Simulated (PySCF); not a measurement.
CH2N, SMILES C=[N], multiplicity 2.

Coordinates come from a B3LYP-D3(BJ)/def2-TZVPD optimisation. The isomer is the one that the SMILES or the coordinates give; other isomers of the formula were not compared.

Method: TDA-PBE/def2-TZVPD (PySCF).

Vertical excitations. Isolated molecule, no solvent.

| state | energy (eV) | λ (nm) | f | main pairs |
|---|---|---|---|---|
| root 1 | 4.05 | 306 | 0.000 | α HOMO→LUMO 61 %, β HOMO→LUMO 39 % |
| root 2 | 4.62 | 268 | 0.004 | β HOMO−1→LUMO 99 % |
| root 3 | 4.66 | 266 | 0.000 | α HOMO→LUMO 39 %, β HOMO→LUMO 60 % |
| root 4 | 5.67 | 219 | 0.000 | α HOMO−1→LUMO 50 %, β HOMO→LUMO+1 49 % |
| root 5 | 5.94 | 209 | 0.015 | α HOMO→LUMO+1 100 % |
| root 6 | 6.49 | 191 | 0.000 | α HOMO−2→LUMO 37 %, β HOMO−1→LUMO+1 62 % |
| root 7 | 7.48 | 166 | 0.028 | α HOMO→LUMO+3 86 %, β HOMO−2→LUMO 12 % |
| root 8 | 7.51 | 165 | 0.021 | α HOMO→LUMO+2 99 % |
| root 9 | 7.69 | 161 | 0.010 | α HOMO→LUMO+3 12 %, α HOMO−1→LUMO 9 %, β HOMO−2→LUMO 66 %, β HOMO→LUMO+1 11 % |
| root 10 | 7.96 | 156 | 0.008 | α HOMO−2→LUMO 62 %, β HOMO−1→LUMO+1 36 % |
Unrestricted roots are not spin-pure.
